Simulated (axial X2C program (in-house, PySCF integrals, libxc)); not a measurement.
PbF: from Re and ωe to a spectrum

A bond curve at the CCSD(T) level, with spin–orbit coupling, was computed with an in-house all-electron X2C program for linear molecules (integrals from PySCF) (basis Pb dyall-cv3z [12s14p10d7f1g], F dyall-av3z [7s6p3d2f] (cores contracted in-house)) for the state Ω = 1/2 (⟨Sz⟩ = -0.46, ⟨Lz⟩ = 0.96 at HF). Its fit gives Re = 2.0794 Å, ωe = 495.3 cm⁻¹, ωexe = 2.23 cm⁻¹ and αe = 1.450e-03 cm⁻¹; the masses are 207.9766 and 18.9984 u. Two-component means X2C with spin–orbit coupling and atomic mean-field Coulomb and Gaunt terms.

Correlated methods: 11 electrons correlated (number of frozen shells: Pb 5 s, 4 p, 3 d, 1 f; F 1 s), 261 virtual spin orbitals or spinors in MP2, 90 natural virtuals in coupled cluster.

Problem. Find the reduced mass, Be and the force constant.

Solution. From the CCSD(T) values: μ = 17.4082 u. Be = 16.8576/(μ Re²) = 0.224 cm⁻¹. k = 5.8918×10⁻⁷ μ ωe² = 2.52 mdyn/Å.

Problem. Where do the fundamental and the first overtone lie?

Solution. ν(1←0) = ωe − 2ωexe = 490.8 cm⁻¹; ν(2←0) = 2ωe − 6ωexe = 977.2 cm⁻¹.

Problem. Estimate De from a Morse curve and compare with the computed well depth of 3.812 eV to Pb + F.

Solution. De(Morse) = ωe²/(4ωexe) = 3.410 eV against 3.812 eV computed, a ratio of 0.89. For De the Morse form works well here.

Problem. Estimate the centrifugal constant by the Kratzer relation.

Solution. D = 4Be³/ωe² = 1.83e-07 cm⁻¹.

Problem. A Morse curve ties αe to the other constants (Pekeris). How well does that hold?

Solution. αe(Morse) = 6Be²/ωe × (√(ωexe/Be) − 1) = 1.310e-03 cm⁻¹; the CCSD(T) curve gives 1.450e-03 cm⁻¹, a ratio of 0.90.

The state is one determinant whose occupation by symmetry is held fixed; it was picked as the lowest of a PBE0 search that is not exhaustive. Dissociation energies refer to the lowest single-determinant-based atoms at the same level and basis. Coupled cluster ran in a truncated set of natural virtual spinors; the MP2 energy of the rest was added. (T) has no such correction and the atoms are truncated less, which lowers De at CCSD(T) by a hundredth of an eV or more. With the outer-core shells frozen, correlated bond lengths of heavy atoms tend to come out a few hundredths of an ångström too long.
